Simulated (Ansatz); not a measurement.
Caution, from a PySCF single point (B3LYP-D3(BJ)/def2-TZVPD) at this geometry: the highest occupied level lies above zero, so the state may not be bound. This triplet lies 0.06 eV below the relaxed singlet at the level frozen-core CCSD(T)/aug-cc-pVDZ // B3LYP-D3(BJ)/def2-TZVPD (Ansatz, an electronic-structure program).

Species: CH6BSi, SMILES `C[B-][SiH3]` (lower triplet) (charge -1, multiplicity 3).

Question: Give a relaxed geometry from B3LYP-D3(BJ)/def2-TZVPD (Ansatz).

Answer: the end point of this relaxation (outside a Z-matrix the atoms follow the SMILES, hydrogens last).
Z-matrix (Å, degrees):
```
B
C 1 1.5868
H 2 1.0973 1 112.70
H 2 1.1033 3 105.88 1 -123.91
H 2 1.1034 3 105.88 4 -112.27
Si 1 1.9268 2 138.97 3 178.82
H 6 1.5046 1 113.80 2 -179.36
H 6 1.5285 7 101.62 1 -128.90
H 6 1.5285 7 101.55 8 -102.10
```
